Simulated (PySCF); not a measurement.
Fractional electron number in Mn⁺ (manganese, charge +1)

The 4s alpha orbital of [Ar] 3d5 4s1 is emptied in steps (occupation f), with all orbitals relaxed, ending at [Ar] 3d5. All numbers are calculated (PySCF 2.14, no relativity, point nucleus, in aug-cc-pVDZ). The exact energy is a straight line in f; departures are measured from the line between the end points of the same method.

```tsv
f	B3LYP (eV)
1	0.000
0.8	-0.463
0.6	-0.695
0.4	-0.695
0.2	-0.462
0	0.000
```

| method | E(f=0) − E(f=1) (eV) | −ε at f=1 (eV) | −ε at f=0.4 (eV) |
| --- | --- | --- | --- |
| B3LYP | 15.871 | 12.979 | 16.453 |

Orbital energy along the path (eV):

```
  f    B3LYP
  1  -12.979
0.8  -14.132
0.6  -15.292
0.4  -16.453
0.2  -17.611
  0  -18.748
```

Reference removal energy between the ground levels: 15.640 eV (measured; NIST Atomic Spectra Database, ionization energies).
